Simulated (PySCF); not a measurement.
# Computed records: AlBClH4N

All values are calculated (PySCF 2.14.0). Calculation on a computer-drawn molecule: the log of a Hartree-Fock and frozen-core CCSD(T) single point meant for a local Hartree-Fock minimum, with one planted fault or none, to be diagnosed. Offsets are logged minus clean, where the clean run is the same molecule without the fault. The reference is restricted for singlets and unrestricted otherwise, and also for a bond in bohr or an excited solution. Adding or removing an electron swaps singlet and doublet. The excited solution moves the top pair (singlet) or top alpha electron (doublet) to the lowest empty orbital. Highest occupied and lowest empty are orbital energies over both spins, largest force is the largest gradient component, triples share is (T) over the correlation energy, the T1 limit is 0.02 restricted and 0.045 unrestricted, electrons count all cores, a negative frequency is imaginary (commonest isotopes), and the dipole is about the centre of nuclear charge.

## AlBClH4N

Logged structure:
```xyz
8
AlBClH4N
N     -0.6562     0.6015     0.2883
B     -1.2187    -0.6378     0.5520
Al    -2.7921    -1.7255    -0.4338
Cl    -0.5182    -1.5233     1.9862
H     -0.9514     1.1852    -0.4657
H      0.0827     0.9903     0.8408
H     -4.3077    -1.5359    -0.0083
H     -2.4623    -2.7885    -1.5628
```

| Quantity | Value |
| --- | --- |
| meant charge | 0 |
| meant multiplicity | 1 |
| meant basis | cc-pV(D+d)Z |
| logged electrons | 46 |
| logged basis functions | 94 |
| logged SCF converged | yes |
| logged spin squared | 2.0146 |
| logged highest occupied | -5.4931 eV |
| logged lowest empty | -1.6979 eV |
| logged largest force | 0.062655 hartree/bohr |
| logged T1 diagnostic | 0.024357 |
| logged D1 diagnostic | 0.12741 |
| logged triples share | 0.030727 |
| logged CC converged | yes |
| logged dipole magnitude | 5.4966 debye |
| logged SCF stable within its kind | yes |
| logged energy HF | -782.81318 hartree |
| logged energy CCSD(T) | -783.32739 hartree |
| possible faults | no fault, one electron removed, one electron added, multiplicity raised by two, geometry at a saddle point, SCF held on an excited solution, minimal basis STO-3G, one bond length entered in bohr, all coordinates scaled |

Drawn bonds:
```tsv
atom	other atom	order
1	2	1
2	3	1
2	4	1
1	5	1
1	6	1
3	7	1
3	8	1
```

## Withheld values
1. AlBClH4N: planted fault?

Answers
1. multiplicity raised by two

Further results for AlBClH4N:

| Quantity | Value |
| --- | --- |
| HF energy offset from clean run | 91.89 kcal/mol |
| CCSD(T) energy offset from clean run | 92.66 kcal/mol |
